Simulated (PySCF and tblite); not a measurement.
Results of a calculation; reference values are marked as such.
Stationary points of C$_{5}$H$_{6}$FN$_{3}$O at GFN2-xTB, in Å:

Structure A

```
 1 C     2.607    0.318    0.869
 2 C     1.916    0.310   -0.466
 3 O     2.443    0.583   -1.510
 4 C     0.485   -0.105   -0.383
 5 N    -0.542    0.729   -0.251
 6 N    -1.612   -0.024   -0.227
 7 C    -2.929    0.521   -0.105
 8 N    -1.385   -1.310   -0.330
 9 C    -0.070   -1.395   -0.431
10 F     0.568   -2.549   -0.537
11 H     3.639    0.639    0.756
12 H     2.077    0.989    1.543
13 H     2.576   -0.684    1.296
14 H    -3.510    0.295   -1.000
15 H    -3.431    0.087    0.760
16 H    -2.831    1.597    0.015
```

Structure B

```
 1 C     2.846   -0.150    0.386
 2 C     1.763    0.755   -0.140
 3 O     1.974    1.846   -0.606
 4 C     0.402    0.194   -0.040
 5 N    -0.694    0.836   -0.459
 6 N    -1.691    0.045   -0.213
 7 C    -3.042    0.390   -0.528
 8 N    -1.372   -1.103    0.347
 9 C    -0.059   -1.039    0.470
10 F     0.642   -2.026    1.001
11 H     3.813    0.329    0.263
12 H     2.675   -0.362    1.440
13 H     2.837   -1.098   -0.150
14 H    -3.458   -0.339   -1.224
15 H    -3.646    0.394    0.380
16 H    -3.033    1.380   -0.979
```

Structure C

```
 1 C     2.379    0.832    0.793
 2 C     2.009   -0.309   -0.114
 3 O     2.809   -1.048   -0.634
 4 C     0.559   -0.458   -0.325
 5 N    -0.364    0.328    0.239
 6 N    -1.511   -0.114   -0.182
 7 C    -2.755    0.475    0.208
 8 N    -1.452   -1.145   -0.995
 9 C    -0.157   -1.390   -1.107
10 F     0.305   -2.367   -1.853
11 H     3.457    0.871    0.917
12 H     2.017    1.763    0.365
13 H     1.893    0.702    1.756
14 H    -3.287    0.836   -0.673
15 H    -3.374   -0.268    0.711
16 H    -2.536    1.301    0.880
```

Level: CAM-B3LYP/pcSseg-1 + D3(BJ), IEF-PCM chloroform on GFN2-xTB stationary points, with GFN2-xTB thermal terms.

Task: Which structure is a saddle point, and along which motion?

Result: A: one imaginary mode (53i cm⁻¹ at GFN2-xTB, mostly on C1, O3, F10), along the rotation about the C4–C2 bond (torsion N5–C4–C2–C1 from -1° to 180°, rising).

Task: Give their symmetry and energies above the lowest.

Result: A C1, 7.5 kcal/mol; B Cs, 1.4 kcal/mol; C Cs, 0.0 kcal/mol.
